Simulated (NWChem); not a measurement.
System: C₅H₅F; SMILES C(#C)/C(=C/C)F

NWChem input:

```
start job
memory heap 200 mb stack 900 mb global 1100 mb
geometry units angstroms noautosym nocenter noautoz
  C      0.426901    -2.685055     0.000000
  C      0.170148    -1.499660     0.000000
  C     -0.144285    -0.109416     0.000000
  F     -1.459008     0.155221     0.000000
  C      0.750297     0.888854     0.000000
  C      0.402932     2.335656     0.000000
  H      0.657219    -3.734604     0.000000
  H      1.802936     0.594081     0.000000
  H      0.825878     2.841384     0.884023
  H     -0.684089     2.488175     0.000000
  H      0.825878     2.841384    -0.884023
end
basis spherical
  C library pcsseg-1
  F library pcsseg-1
  H library pcsseg-1
end
dft
  xc kt2
  iterations 150
end
property
  shielding 10 1 2 3 4 5 6 7 8 9 10
  efieldgrad
end
task dft property
```

NWChem printed, in part:

```
             Northwest Computational Chemistry Package (NWChem) 7.3.0
             --------------------------------------------------------

                             Geometry "geometry" -> ""
                             -------------------------

 Output coordinates in angstroms (scale by  1.889725989 to convert to a.u.)

  No.       Tag          Charge          X              Y              Z
 ---- ---------------- ---------- -------------- -------------- --------------
    1 C                    6.0000     0.42690100    -2.68505500     0.00000000
    2 C                    6.0000     0.17014800    -1.49966000     0.00000000
    3 C                    6.0000    -0.14428500    -0.10941600     0.00000000
    4 F                    9.0000    -1.45900800     0.15522100     0.00000000
    5 C                    6.0000     0.75029700     0.88885400     0.00000000
    6 C                    6.0000     0.40293200     2.33565600     0.00000000
    7 H                    1.0000     0.65721900    -3.73460400     0.00000000
    8 H                    1.0000     1.80293600     0.59408100     0.00000000
    9 H                    1.0000     0.82587800     2.84138400     0.88402300
   10 H                    1.0000    -0.68408900     2.48817500     0.00000000
   11 H                    1.0000     0.82587800     2.84138400    -0.88402300

 Effective nuclear repulsion energy (a.u.)     200.4028670634

                              NWChem Property Module
                              ----------------------

  itol2e modified to match energy
  convergence criterion.

                                 NWChem DFT Module
                                 -----------------

 Summary of "ao basis" -> "ao basis" (spherical)
 ------------------------------------------------------------------------------
       Tag                 Description            Shells   Functions and Types
 ---------------- ------------------------------  ------  ---------------------
 C                          pcsseg-1                 7       17   3s3p1d
 F                          pcsseg-1                 7       17   3s3p1d
 H                          pcsseg-1                 3        5   2s1p

  itol2e modified to match energy
  convergence criterion.

[...]

          -----------------------------------------
          Chemical Shielding Tensors (GIAO, in ppm)
          -----------------------------------------

                                NWChem CPHF Module
                                ------------------

  scftype          =     RHF
  nclosed          =       22
  nopen            =        0
  variables        =     2310
  # of vectors     =        3
  tolerance        = 0.10D-03
  level shift      = 0.00D+00
  max iterations   =       50
  max subspace     =       30

 SCF residual:    1.0998832013593148E-004

Iterative solution of linear equations
  No. of variables     2310
  No. of equations        3
  Maximum subspace       30
        Iterations       50
       Convergence  1.0D-04

   iter   nsub   residual    time
   ----  ------  --------  ---------
     1      3    5.49D-05      73.8

      Atom:    1  C
        Diamagnetic
    247.3126     -8.1819     -0.0000
     -8.1819    280.3041      0.0000
     -0.0000      0.0000    244.8768

        Paramagnetic
   -179.4163    -21.1554      0.0000
    -21.1554    -79.3276     -0.0000
      0.0000     -0.0000   -199.7922

        Total Shielding Tensor
     67.8963    -29.3373      0.0000
    -29.3373    200.9765     -0.0000
      0.0000     -0.0000     45.0845

           isotropic =     104.6524
          anisotropy =     153.7565

          Principal Components and Axis System
                 1           2           3
              207.1568     61.7160     45.0845

      1        -0.2061      0.9785     -0.0000
      2         0.9785      0.2061      0.0000
      3        -0.0000      0.0000      1.0000

      Atom:    2  C
        Diamagnetic
    237.0620    -12.9992     -0.0000
    -12.9992    285.3831      0.0000
     -0.0000      0.0000    232.0363

        Paramagnetic
   -206.2621    -41.6876     -0.0000
    -41.6876     -7.1527     -0.0000
     -0.0000     -0.0000   -213.9125

        Total Shielding Tensor
     30.7999    -54.6868     -0.0000
    -54.6868    278.2304      0.0000
     -0.0000      0.0000     18.1238

           isotropic =     109.0514
          anisotropy =     271.0904

          Principal Components and Axis System
                 1           2           3
              289.7783     19.2520     18.1238

      1        -0.2066      0.9784      0.0000
      2         0.9784      0.2066      0.0000
      3         0.0000     -0.0000      1.0000

      Atom:    3  C
        Diamagnetic
    261.2538      2.6743     -0.0000
      2.6743    262.9685     -0.0000
     -0.0000     -0.0000    230.6863

        Paramagnetic
   -231.3527     55.6483     -0.0000
     55.6483   -247.3946     -0.0000
     -0.0000     -0.0000   -150.2591

        Total Shielding Tensor
     29.9011     58.3226     -0.0000
     58.3226     15.5739     -0.0000
     -0.0000     -0.0000     80.4272

           isotropic =      41.9674
          anisotropy =      59.2965

          Principal Components and Axis System
                 1           2           3
               81.4984     80.4272    -36.0234

      1         0.7490      0.0000     -0.6626
      2         0.6626      0.0000      0.7490
      3        -0.0000      1.0000     -0.0000

      Atom:    4  F
        Diamagnetic
    497.5816     -5.0353      0.0000
     -5.0353    469.8496      0.0000
      0.0000      0.0000    472.7837

        Paramagnetic
   -240.0334    -19.6185     -0.0000
    -19.6185   -265.5577      0.0000
     -0.0000      0.0000   -111.3525

[...]
```

Level: KT2/pcSseg-1, GIAO. Geometry: optimised at PBE0/def2-SVP. NWChem prints the field gradient with the sign opposite to the second derivative of the potential. The printed shielding anisotropy is the first printed principal value minus the mean of the other two.
